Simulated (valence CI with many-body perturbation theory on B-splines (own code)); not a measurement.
**Ce XXVII: magnetic and hyperfine properties of the levels**

Calculated by valence CI with perturbative core correlation (CI+MBPT): four valence electrons over a frozen Dirac-Fock core [Ar] 3d10, radial functions for each j: 11 s, 11 p, 9 d, 7 f, 5 g, 2 h, 1 i, with the one-electron correlation potential Σ1 (screened to all orders), the two-electron term Σ2, the three-electron term Σ3, Breit, model QED; selected single and double excitations, second order for the rest (own B-spline code, finite nucleus).

No measured spectrum was set against this ion. As an estimate, large intervals hold to a few tenths of a per cent, small ones and those within an open d or f shell to about a per cent.

A/g_I is the dipole constant over the nuclear g factor μ/I (μ in nuclear magnetons, uniformly magnetised nucleus), B/Q the quadrupole constant per barn. Both hold the static response of the core; the bare values leave it out. Large factors of s and p1/2 electrons are usually good to 5 to 10 %; those of open d and f shells near neutrality can be off by tens of per cent, and small factors of p3/2, d and f electrons come from cancelling terms and can be off by a factor of two or in sign, in half-filled shells by more. B is blank for J = 1/2, where it vanishes, and for nearly pure S terms. Energies count from the lowest level. Levels with J = 0 are left out.

Levels are named by their leading jj configuration (3d3/2^4 stands for four electrons in 3d with j = 3/2), which in mixed levels can hold well under half, so a name can repeat and another be missing. Letters in brackets count levels of one name in rising energy.

```csv
Level,E (cm⁻¹),g,A/g_I (MHz),A/g_I bare,B/Q (MHz/b),B/Q bare
(4s^2 4p1/2 4p3/2) J=1,178650,1.499,-8590,-8450,19700,18800
(4s^2 4p1/2 4p3/2) J=2,201550,1.207,49100,47000,27900,26700
(4s^2 4p3/2^2) J=2,397580,1.289,21700,20700,11300,10800
(4s 4p1/2^2 4p3/2) J=2,643580,1.707,122000,117000,24800,23700
(4s 4p1/2^2 4p3/2) J=1,724640,0.931,-73700,-70500,32100,30700
(4s 4p1/2 4p3/2^2) J=2 [a],812580,1.472,86800,83200,27000,25800
(4s 4p1/2 4p3/2^2) J=3,855280,1.330,107000,102000,-2900,-2730
(4s 4p1/2 4p3/2^2) J=2 [b],918610,1.068,13300,12800,-20700,-19800
(4s 4p1/2 4p3/2^2) J=1 [a],922920,1.274,86200,82600,-35000,-33400
(4s 4p1/2 4p3/2^2) J=1 [b],967060,1.471,66800,64000,7870,7520
(4s^2 4p1/2 4d3/2) J=2,998750,0.814,35600,34300,11100,10700
(4s^2 4p1/2 4d5/2) J=3,1066300,1.106,26900,26000,13900,13400
(4s^2 4p1/2 4d5/2) J=2 [a],1077900,1.285,47700,45900,-16800,-16000
(4s^2 4p1/2 4d3/2) J=1,1081400,0.837,-27400,-25900,5010,4820
(4s^2 4p1/2 4d5/2) J=2 [b],1094100,1.316,52100,50100,-6080,-5810
(4s 4p3/2^3) J=1,1172200,1.271,-59800,-57200,-6050,-5760
(4s^2 4p3/2 4d5/2) J=4,1224500,1.248,10200,9860,47800,45700
(4s^2 4p3/2 4d3/2) J=2,1237000,1.027,10500,10100,-4700,-4480
(4s^2 4p3/2 4d3/2) J=3,1255200,1.203,16600,16000,16000,15300
(4s^2 4p3/2 4d3/2) J=1,1266700,1.238,-898,-605,-18800,-18000
(4s^2 4p3/2 4d5/2) J=2,1292600,1.297,22800,22100,-27200,-26000
(4s^2 4p3/2 4d5/2) J=3,1338500,1.103,12200,11800,21400,20500
(4s^2 4p3/2 4d5/2) J=1,1361300,0.965,-6710,-6050,5730,5510
(4p1/2^2 4p3/2^2) J=2,1399100,1.337,33300,32100,-1250,-1180
(4s 4p1/2^2 4d3/2) J=1,1440200,0.313,-89400,-85400,2830,2730
(4s 4p1/2^2 4d3/2) J=2,1462000,1.174,53700,51700,9240,8850
(4s 4p1/2^2 4d5/2) J=3,1505800,1.375,66300,63800,11300,10900
(4s 4p1/2 4p3/2 4d3/2) J=1 [a],1575700,1.345,34400,33200,-16400,-15700
(4s 4p1/2^2 4d5/2) J=2,1581100,0.886,-24100,-22800,6060,5880
(4s 4p1/2 4p3/2 4d3/2) J=2 [a],1589700,1.178,69100,66300,-30700,-29300
(4s 4p1/2 4p3/2 4d3/2) J=3 [a],1603700,1.218,65400,62800,-8090,-7690
(4s 4p1/2 4p3/2 4d3/2) J=1 [b],1608700,1.402,14600,14300,-20100,-19200
(4p1/2 4p3/2^3) J=2,1609700,1.196,28000,27100,-25100,-24000
(4s 4p1/2 4p3/2 4d5/2) J=4 [a],1619100,1.344,52700,50700,27700,26500
```
